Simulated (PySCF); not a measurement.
Structure problem from calculated spectra and properties.

Formula: B3H5O4Si.

| Quantity | Value |
| --- | --- |
| XPS | Si2p3/2 108.0, B1s 198.2 (×2), B1s 199.0, O1s 538.7, O1s 539.3, O1s 539.3 (×2), Si1s 1847.9 eV [ΔSCF SCAN, pcX-2 on the ionised atom, pcseg-1 elsewhere, spin-free X2C, 2p3/2 from a spin–orbit splitting computed afterwards within the 2p shell] |
| Triplet | lowest triplet excitation (Tamm–Dancoff): 6.80 eV [TDA B3LYP/def2-SVPD] |
| UV, strongest line | among the 10 lowest singlet transitions: S9 at 8.24 eV (150 nm, f = 0.135) [TDDFT B3LYP/def2-SVPD] |
| Polarisability | 74.2 au [B3LYP/def2-SVPD] |
| Rotational structure | rotational constants A, B, C: 4.952, 1.028, 0.860 GHz [PBE0-D3(BJ)/def2-SVP] |
| NMR, other nuclei | isotropic shieldings of nuclei other than C and H, by class: 73 (2 B), 85 (1 B), 115 (1 O), 142 (2 O), 255 (1 O), 382 (1 Si) ppm [GIAO PBE0/pcSseg-1] |

Electronic properties: PySCF, gas phase, density fitting. Levels stand in brackets. One conformer (not necessarily the lowest) at the PBE0-D3(BJ)/def2-SVP geometry, without solvent, vibrations or thermal averaging. NMR values are class means; diastereotopic atoms form classes of their own.

Q: What is the compound? Reason from the data.

A: Numbering: `[SiH3:1][O:2][B:3]1[O:4][BH:5][O:6][BH:7][O:8]1`. The other shieldings belong to: 73 ppm, three-coordinate boron [B5/B7]; 85 ppm, three-coordinate boron [B3]; 115 ppm, boron-bound oxygen [O6]; 142 ppm, boron-bound oxygen [O4/O8]; 255 ppm, boron-bound oxygen [O2]; 382 ppm, oxygen-bound silicon [Si1]. The core levels belong to: Si2p3/2 108.0 eV, oxygen-bound silicon [Si1]; B1s 198.2 eV, three-coordinate boron [B5/B7]; B1s 199.0 eV, three-coordinate boron [B3]; O1s 538.7 eV, boron-bound oxygen [O2]; O1s 539.3 eV, boron-bound oxygen [O6]; O1s 539.3 eV, boron-bound oxygen [O4/O8]; Si1s 1847.9 eV, oxygen-bound silicon [Si1]. One atom of each topological class was ionised and stands for its class. By its constants the optimised geometry is an asymmetric top. Structure: `[SiH3]OB1OBOBO1`. The assignments are read from this structure; whether some other isomer fits the data as well wasn't checked.

The values belong to the conformer `[SiH3:1][O:2][B:3]1[O:4][BH:5][O:6][BH:7][O:8]1`: Si1–O2–B3–O4 1°.
